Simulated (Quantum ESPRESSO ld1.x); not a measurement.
Charge is removed step by step from the 3p level of neutral terbium, starting from [Xe] 4f9 6s2. Calculated with ld1.x of Quantum ESPRESSO 7.5: scalar-relativistic Kohn-Sham, LDA (Slater exchange, VWN5 correlation), spin-unpolarised, spherical densities, point nucleus.

| removed (e) | E - E(0) (eV) | eigenvalue (eV) | E minus straight line (eV) |
|---|---|---|---|
| 0 | 0.000 | -1610.5 | 0.000 |
| 0.1 | 161.06 | -1614.9 | -2.035 |
| 0.2 | 322.55 | -1619.3 | -3.635 |
| 0.3 | 484.49 | -1623.7 | -4.791 |
| 0.4 | 646.87 | -1628.3 | -5.497 |
| 0.5 | 809.71 | -1632.8 | -5.748 |
| 0.6 | 973.01 | -1637.5 | -5.539 |
| 0.7 | 1136.8 | -1642.1 | -4.864 |
| 0.8 | 1301.0 | -1646.9 | -3.719 |
| 0.9 | 1465.7 | -1651.6 | -2.099 |
| 1 | 1630.9 | -1656.4 | 0.000 |

Removing the whole electron costs 1630.9 eV by Delta-SCF, against 1610.5 eV from minus the eigenvalue at the starting occupation. Slater's transition state (half an electron removed) gives 1632.8 eV. Integrating minus the eigenvalue over the occupation (Janak's theorem) gives 1633.1 eV. In this scalar-relativistic scheme the density is built from large components alone, so the theorem holds only approximately. The mean slope of the eigenvalue, de/dn, is 45.9 eV per electron.
